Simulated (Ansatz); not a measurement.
Isolated molecules relaxed with PBE0-D4/def2-TZVP in Ansatz; ΔE leaves out vibrations. CBS: MP2 limit from def2 TZ/QZ plus the TZ coupled-cluster correction, frozen cores. This one scheme is used for every species, atoms too. Functionals use def2-TZVPP. B3LYP here is the variant with VWN-RPA as its local correlation; programs differ in this. Open shells (•) are unrestricted, without spin–orbit coupling. Spin–orbit coupling would lower the free atoms: a little for B, C. One conformer a species, not always the lowest.

Consider the atomization: `BCN(B)C` → 2 B• + 2 C• + 9 H• + N•.

`BCN(B)C`:

Z-matrix (Å, degrees):
```
C
N 1 1.449
B 1 1.548 2 119.1
H 1 1.098 2 110.8 3 134.7
H 1 1.113 2 109.5 3 -112.1
C 2 1.446 1 114.0 3 151.7
B 2 1.386 1 122.7 3 -33.8
H 3 1.197 1 118.4 2 164.3
H 3 1.194 1 121.5 2 -22.8
H 6 1.096 2 110.9 1 -62.4
H 6 1.089 2 109.9 1 177.3
H 6 1.096 2 110.9 1 57.1
H 7 1.197 2 119.1 1 -177.4
H 7 1.198 2 119.1 1 1.7
```

```json
{"level": "PBE-D4", "ΔE (kJ/mol)": "5317.0", "difference from CCSD(T)/CBS": "115.5"}
{"level": "PBE0-D4", "ΔE (kJ/mol)": "5254.6", "difference from CCSD(T)/CBS": "53.1"}
{"level": "B3LYP-D4", "ΔE (kJ/mol)": "5258.1", "difference from CCSD(T)/CBS": "56.6"}
{"level": "ωB97X-V", "ΔE (kJ/mol)": "5239.6", "difference from CCSD(T)/CBS": "38.1"}
{"level": "PBE", "ΔE (kJ/mol)": "5292.2", "difference from CCSD(T)/CBS": "90.7"}
{"level": "r2SCAN", "ΔE (kJ/mol)": "5232.7", "difference from CCSD(T)/CBS": "31.2"}
{"level": "PBE0", "ΔE (kJ/mol)": "5233.8", "difference from CCSD(T)/CBS": "32.3"}
{"level": "B3LYP", "ΔE (kJ/mol)": "5218.6", "difference from CCSD(T)/CBS": "17.1"}
{"level": "HF/def2-TZVPP", "ΔE (kJ/mol)": "3952.6", "difference from CCSD(T)/CBS": "-1248.9"}
{"level": "MP2/def2-TZVPP", "ΔE (kJ/mol)": "5142.2", "difference from CCSD(T)/CBS": "-59.3"}
{"level": "CCSD/def2-TZVPP", "ΔE (kJ/mol)": "5028.7", "difference from CCSD(T)/CBS": "-172.8"}
{"level": "CCSD(T)/def2-TZVPP", "ΔE (kJ/mol)": "5089.0", "difference from CCSD(T)/CBS": "-112.5"}
{"level": "HF/def2-QZVPP", "ΔE (kJ/mol)": "3958.3", "difference from CCSD(T)/CBS": "-1243.2"}
{"level": "SCS-MP2/def2-QZVPP", "ΔE (kJ/mol)": "5221.9", "difference from CCSD(T)/CBS": "20.4"}
{"level": "MP2/CBS(def2)", "ΔE (kJ/mol)": "5254.7", "difference from CCSD(T)/CBS": "53.2"}
{"level": "CCSD/CBS(def2)", "ΔE (kJ/mol)": "5141.2", "difference from CCSD(T)/CBS": "-60.3"}
{"level": "CCSD(T)/CBS", "ΔE (kJ/mol)": "5201.5", "difference from CCSD(T)/CBS": "0"}
```

Largest T1 diagnostic among the species: 0.014.

From PBE to PBE0 (25 % exact exchange), in def2-TZVPP and without D4, ΔE moves by −58.4 kJ/mol: exact exchange takes away binding that semilocal exchange gives to molecules. The D4 term adds +39.5 kJ/mol with B3LYP and +20.8 kJ/mol with PBE0; it sums over pairs of atoms, weighted by their polarisabilities, and B3LYP, whose exchange is more repulsive, gets the larger term. In def2-TZVPP, CCSD(T) changes the Hartree–Fock value by +1136.4 kJ/mol (the triples alone add +60.3 kJ/mol) and MP2 by +1189.6 kJ/mol; breaking electron pairs costs correlation energy, which Hartree–Fock lacks.

For atomizations the MP2-based limit and the directly extrapolated one differ by several kJ/mol either way, and by 10 to 25 for some Ge, Se and Sn compounds, so smaller differences from it don't rank the levels.
